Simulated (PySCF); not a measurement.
[Os5]− at several levels of theory

Computed with PySCF 2.14.0 (density fitting, no spin-orbit coupling) at the geometry relaxed with B3LYP:

```xyz
5
[Os5]− (quartet)
Os   -2.4364   -0.8350    0.0000
Os    0.0000   -0.8423    0.0000
Os    2.4364   -0.8350    0.0000
Os   -1.3065    1.2562    0.0000
Os    1.3065    1.2562    0.0000
```

| level | basis | state | HOMO (eV) | gap (eV) | charge on Os1 (e) | dipole about the centre of mass (D) | largest force component (eV/Å) |
| --- | --- | --- | --- | --- | --- | --- | --- |
| B3LYP | Os def2-SVP with ECP60 | quartet | -0.71 | 1.46 | -0.31 | 0.53 | 0.20 |
| B3LYP | Os def2-TZVP with ECP60 | quartet | -0.75 | 1.17 | -0.23 | 0.33 | 1.16 |

HOMO and gap are taken over both spins. Charges are Mulliken's, which hang on the basis. The relaxation used the grid (50, 194), these runs (75, 302) or, all-electron (x2c bases, spin-free X2C Hamiltonian), (99, 590).

Task: What does revPBE with Os def2-SVP with ECP60 give here?

Result: state quartet, HOMO (eV) 0.00, gap (eV) 0.21, charge on Os1 (e) -0.22, dipole about the centre of mass (D) 0.67, largest force component (eV/Å) 0.48. Time: 22 s on 4 threads of Arm Neoverse V2, on a shared host, from an already converged density.

No frequency check is given that shows the relaxed geometry to be a minimum. The relaxed state is spin-contaminated (spin squared 6.18 against 3.75). Open shells may have lower solutions than the one found.

A gap near or under zero over both spins lies within a partly filled shell and is no excitation energy.

Some runs are spin-contaminated.
